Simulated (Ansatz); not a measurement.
Relaxation of the cluster Cu2Te8 with RKS PBE0-D4/def2-SVP.

```sh
$ ansatz run in.yaml --threads 4 --pin off --events-out ev --progress --plain --max-ram 6963MiB
```

```yaml
crystal:
  periodic: [false, false, false]
  atoms:
    - {symbol: Cu, position_ang: [0.529610, 0.999100, 0.845050]}
    - {symbol: Cu, position_ang: [-0.912320, 0.009160, -1.069570]}
    - {symbol: Te, position_ang: [1.799990, 2.955160, -0.103040]}
    - {symbol: Te, position_ang: [1.254280, 1.147480, -2.017480]}
    - {symbol: Te, position_ang: [-0.401990, -2.491470, -0.076440]}
    - {symbol: Te, position_ang: [-1.938520, -1.973300, 2.061780]}
    - {symbol: Te, position_ang: [3.019850, -0.865370, -1.420450]}
    - {symbol: Te, position_ang: [-3.257800, 0.874080, -0.764740]}
    - {symbol: Te, position_ang: [1.879060, -1.384930, 0.951830]}
    - {symbol: Te, position_ang: [-1.972150, 0.730080, 1.593040]}
basis:
  gaussian: {orbitals: def2-SVP}
hamiltonian: {xc: pbe0, dispersion: d4}
scf: {lower_state_search: "off"}
output: {orbitals: {seedname: orbitals}}
relax: {f_tol: 0.03, max_steps: 70}
```

Hardware: 4 threads of Arm Neoverse V1 on a shared host. Wall time 3.9 min, peak host memory 1.9 GiB.

Positions (Å) and forces (eV/Å) at steps 1, 2, 3, 4, 5, 7 of 7:

```xyz
10
step=1 energy=-147614.5838 eV
Cu    0.530    0.999    0.845   -0.200    0.000    0.242
Cu   -0.912    0.009   -1.070    0.178    0.040   -0.255
Te    1.800    2.955   -0.103   -0.065    0.090    0.253
Te    1.254    1.147   -2.017   -0.610    0.207   -0.461
Te   -0.402   -2.491   -0.076   -0.227   -0.278   -0.517
Te   -1.939   -1.973    2.062   -0.076   -0.499    0.341
Te    3.020   -0.865   -1.420    0.431   -0.420   -0.136
Te   -3.258    0.874   -0.765    0.030    0.005   -0.267
Te    1.879   -1.385    0.952    0.278    0.153    0.550
Te   -1.972    0.730    1.593    0.261    0.702    0.251
10
step=2 energy=-147614.3569 eV rejected
Cu    0.476    0.965    0.919   -0.012   -0.068    0.152
Cu   -0.845   -0.004   -1.135    0.077   -0.093   -0.117
Te    1.661    2.946   -0.044   -0.139   -0.502   -0.703
Te    1.157    1.190   -2.179    0.467   -0.044    1.021
Te   -0.411   -2.564   -0.222    0.337    0.941    1.230
Te   -1.839   -2.012    2.083   -0.043    0.194   -0.396
Te    2.978   -0.966   -1.411   -0.157    0.312    0.287
Te   -3.144    0.935   -0.833    0.323    0.015    0.800
Te    1.920   -1.375    1.113   -0.683   -0.045   -1.436
Te   -1.952    0.885    1.709   -0.169   -0.710   -0.839
10
step=3 energy=-147614.7346 eV
Cu    0.482    0.977    0.902   -0.035   -0.022    0.159
Cu   -0.857    0.005   -1.122    0.062   -0.049   -0.146
Te    1.712    2.929   -0.079   -0.079   -0.112   -0.101
Te    1.213    1.160   -2.085    0.003    0.048    0.039
Te   -0.423   -2.494   -0.114    0.005    0.161    0.168
Te   -1.925   -2.004    2.097    0.068   -0.056   -0.099
Te    3.037   -0.909   -1.440   -0.032   -0.043    0.122
Te   -3.174    0.905   -0.789    0.116    0.012    0.122
Te    1.895   -1.360    0.985   -0.082    0.042   -0.213
Te   -1.960    0.792    1.643   -0.024    0.019   -0.051
10
step=4 energy=-147614.7763 eV
Cu    0.445    0.964    0.960    0.051    0.047    0.044
Cu   -0.813   -0.001   -1.177   -0.062   -0.017   -0.052
Te    1.628    2.905   -0.126   -0.074   -0.132   -0.056
Te    1.239    1.133   -2.143    0.061    0.046    0.003
Te   -0.432   -2.459   -0.127    0.007    0.086    0.090
Te   -1.933   -2.033    2.091    0.028   -0.017   -0.067
Te    3.060   -0.921   -1.424   -0.021   -0.004    0.072
Te   -3.102    0.958   -0.748    0.131   -0.021    0.090
Te    1.877   -1.326    0.983   -0.047    0.020   -0.113
Te   -1.970    0.779    1.710   -0.074   -0.008   -0.010
10
step=5 energy=-147614.8057 eV
Cu    0.389    0.981    0.999    0.058   -0.002    0.025
Cu   -0.775    0.033   -1.226   -0.038   -0.048   -0.019
Te    1.524    2.857   -0.222   -0.015    0.024    0.031
Te    1.295    1.079   -2.239    0.063   -0.050   -0.041
Te   -0.430   -2.421   -0.161   -0.021    0.074    0.049
Te   -1.956   -2.085    2.055    0.026    0.002   -0.029
Te    3.106   -0.928   -1.374   -0.025   -0.003    0.030
Te   -3.007    1.028   -0.657    0.000    0.015   -0.040
Te    1.846   -1.289    1.000   -0.023    0.045   -0.075
Te   -1.991    0.744    1.826   -0.024   -0.057    0.070
10
step=7 energy=-147614.8116 eV
Cu    0.371    0.991    1.017    0.003   -0.020    0.002
Cu   -0.766    0.044   -1.251    0.010   -0.016    0.007
Te    1.482    2.844   -0.256    0.005    0.006   -0.004
Te    1.330    1.052   -2.273   -0.002    0.002   -0.016
Te   -0.437   -2.393   -0.172    0.019    0.009   -0.018
Te   -1.957   -2.109    2.047   -0.013    0.002    0.008
Te    3.121   -0.941   -1.357    0.010    0.006   -0.010
Te   -2.972    1.059   -0.627   -0.008    0.003    0.001
Te    1.832   -1.262    0.999   -0.023    0.000    0.016
Te   -2.005    0.716    1.874   -0.002    0.008    0.014
```

In the def2 sets Te takes a core potential; there is no spin–orbit coupling. The relaxation made no stability test and no search for a lower SCF solution. The structure comes from a short search, and lower isomers may exist.
